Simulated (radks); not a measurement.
Coulomb parameter of the 4d shell of neutral rhodium in the model configuration [Kr] 4d6 5s1 5p2, as a second difference U = [E(n + 0.5) + E(n - 0.5) - 2 E(n)] / (0.5)^2 with all orbitals relaxed. "Bare": the charge of the atom changes with n. "Screened": the 5p shell takes up the change at fixed total charge, which measures U(4d,4d) + U(5p,5p) - 2 U(4d,5p). Calculated with a radial shooting solver on a logarithmic mesh with Libxc functionals: Dirac Kohn-Sham, PBE, spin-unpolarised, spherical densities, finite nucleus; open shells are shared between the two j in proportion to 2j + 1; Fermi nuclear charge, rms radius 4.4945 fm.

case	configuration	E - E(n) (eV)
start	[Kr] 4d6 5s1 5p2	0.000
bare +0.5	[Kr] 4d6.5 5s1 5p2	-6.043
bare -0.5	[Kr] 4d5.5 5s1 5p2	8.593
screened +0.5	[Kr] 4d6.5 5s1 5p1.5	-5.281
screened -0.5	[Kr] 4d5.5 5s1 5p2.5	6.095

U(bare) = 10.198 eV, U(screened by 5p) = 3.257 eV, against the Slater integral F0(4d,4d) = 17.334 eV with frozen orbitals. The step up makes a negative ion, whose loosely bound charge lowers the bare value.
